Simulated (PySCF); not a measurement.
C2H6ClNSi2.
Numbering: `[N:1]#[C:2][CH2:3][SiH2:4][SiH2:5][Cl:6]` (hydrogens: H7, H8 on C3; H9, H10 on Si4; H11, H12 on Si5)

Computed by this run: PBE0-D3(BJ)/def2-SVP geometry optimisation, gas phase (PySCF); density fitting, grid level 1; the optimiser is geomeTRIC in internal coordinates, started from a GFN2-xTB structure with every atom displaced at random (about 0.01 Å).

At the end of the run (lengths in Å): Si5–Cl6 2.079, C3–Si4 1.917, Si4–Si5 2.344, Si5–H12 1.492, C3–H8 1.102, N1≡C2 1.159, C2–C3 1.448, C3–Si4–Si5 110.2°, Si4–Si5–Cl6 106.0°, C2–C3–Si4 111.3°, N1–C2–C3 176.7°, C2–C3–Si4–Si5 -49°, C3–Si4–Si5–Cl6 -168°, H9–Si4–Si5–Cl6 72°, H11–Si5–Si4–C3 73°.

Task: These geometries were met on the way; a selection of coordinates is given. Order them by energy above the end point, lowest first.
A. Si5–Cl6 2.087, C3–Si4 1.918, Si4–Si5 2.345, Si5–H12 1.492, C3–H8 1.102, N1≡C2 1.159, C2–C3 1.447, C3–Si4–Si5 108.8°, Si4–Si5–Cl6 106.7°, C2–C3–Si4 111.5°, N1–C2–C3 175.9°, C2–C3–Si4–Si5 -47°, C3–Si4–Si5–Cl6 -176°, H9–Si4–Si5–Cl6 64°, H11–Si5–Si4–C3 65°
B. Si5–Cl6 2.103, C3–Si4 1.923, Si4–Si5 2.364, Si5–H12 1.494, C3–H8 1.113, N1≡C2 1.162, C2–C3 1.445, C3–Si4–Si5 108.5°, Si4–Si5–Cl6 108.4°, C2–C3–Si4 112.5°, N1–C2–C3 177.0°, C2–C3–Si4–Si5 -50°, C3–Si4–Si5–Cl6 -134°, H9–Si4–Si5–Cl6 107°, H11–Si5–Si4–C3 106°
C. Si5–Cl6 2.082, C3–Si4 1.919, Si4–Si5 2.353, Si5–H12 1.492, C3–H8 1.102, N1≡C2 1.160, C2–C3 1.448, C3–Si4–Si5 106.9°, Si4–Si5–Cl6 108.3°, C2–C3–Si4 109.3°, N1–C2–C3 175.1°, C2–C3–Si4–Si5 -50°, C3–Si4–Si5–Cl6 -146°, H9–Si4–Si5–Cl6 95°, H11–Si5–Si4–C3 94°
D. Si5–Cl6 2.021, C3–Si4 1.973, Si4–Si5 2.291, Si5–H12 1.447, C3–H8 1.060, N1≡C2 1.121, C2–C3 1.419, C3–Si4–Si5 109.6°, Si4–Si5–Cl6 109.2°, C2–C3–Si4 109.6°, N1–C2–C3 177.6°, C2–C3–Si4–Si5 -52°, C3–Si4–Si5–Cl6 -132°, H9–Si4–Si5–Cl6 111°, H11–Si5–Si4–C3 112°

Result: A (0.004 eV), C (0.019 eV), B (0.045 eV), D (0.360 eV).

| step | E above end (eV) | rms distance from the end, all atoms (Å) | largest force (eV/Å) | rms shift of all bonds from the end (Å) |
| --- | --- | --- | --- | --- |
| 11 | 0.004 | 0.107 | 0.166 | 0.003 |
| 8 | 0.019 | 0.264 | 0.085 | 0.003 |
| 1 | 0.045 | 0.414 | 0.486 | 0.010 |
| 0 | 0.360 | 0.445 | 5.490 | 0.038 |

Rows stand in the order of the answer.
